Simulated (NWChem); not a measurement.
Molecule: C$_{2}$H$_{3}$ClF$_{2}$Si; SMILES F/C(Cl)=C(\F)[SiH3]

Results from NWChem. Each level has its own optimisation; frequencies are unscaled. Brackets give each atom's bonded neighbours.

```json
[
 {"level": "Hartree-Fock/STO-3G", "r C–F [C(CFSi)–F(C)] (Å)": "…", "r C–Si (Å)": "…", "r C–C (Å)": "1.328", "r H–Si (Å)": "…", "highest harmonic frequency (cm⁻¹)": "…", "lowest (cm⁻¹)": "…", "zero-point energy (kcal/mol)": "…", "dipole (D)": "…"},
 {"level": "B3LYP/3-21G", "r C–F [C(CFSi)–F(C)] (Å)": "1.390", "r C–Si (Å)": "1.909", "r C–C (Å)": "1.328", "r H–Si (Å)": "1.491", "highest harmonic frequency (cm⁻¹)": "2240", "lowest (cm⁻¹)": "100", "zero-point energy (kcal/mol)": "26.3", "dipole (D)": "1.48"},
 {"level": "PBE-D3(BJ)/def2-SVP", "r C–F [C(CFSi)–F(C)] (Å)": "1.355", "r C–Si (Å)": "1.898", "r C–C (Å)": "1.355", "r H–Si (Å)": "1.502", "highest harmonic frequency (cm⁻¹)": "2198", "lowest (cm⁻¹)": "69", "zero-point energy (kcal/mol)": "25.9", "dipole (D)": "1.19"}
]
```

### Question
Some entries are withheld; supply them.

### Answer

- Hartree-Fock/STO-3G, r C–F [C(CFSi)–F(C)] (Å): 1.367
- Hartree-Fock/STO-3G, r C–Si (Å): 1.877
- Hartree-Fock/STO-3G, r H–Si (Å): 1.422
- Hartree-Fock/STO-3G, highest harmonic frequency (cm⁻¹): 2931
- Hartree-Fock/STO-3G, lowest (cm⁻¹): 114
- Hartree-Fock/STO-3G, zero-point energy (kcal/mol): 32.9
- Hartree-Fock/STO-3G, dipole (D): 2.02
